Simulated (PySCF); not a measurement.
ClSn, charge +1, multiplicity 1. Atoms are numbered in the order given.

```xyz
2

Sn     0.0000     0.0000    -0.5785
Cl     0.0000     0.0000     1.7014
```
Charge +1, spin multiplicity 1.

Geometry: B3LYP-D3(BJ)/def2-TZVP. The multiplicity is an assumed one; other spin states were not compared. The def2 effective core potentials stand for the cores of Sn; spin–orbit coupling is left out.

Level of theory: IEF-PCM-M06-2X/def2-TZVPD in PySCF.

The values are the electrostatic part of the solvation free energy, E(continuum) − E(gas) at the gas-phase geometry, in a cavity of scaled van der Waals radii (PySCF's table); cavitation and dispersion terms are not included. A continuum can't describe solvent molecules that bind to the metal. In vacuum the orbital gap is 7.86 eV.

Task: Estimate the values in water (ε = 78.36), methanol (ε = 32.61), 1-octanol (ε = 9.86). (The exact figures need the calculation; the answer reports its results.)

Result: 
```tsv
solvent	ε	ΔG(elec) (kcal/mol)	gap (eV)
water	78.36	-65.2	8.13
methanol	32.61	-64.0	8.13
1-octanol	9.86	-59.0	8.09
```
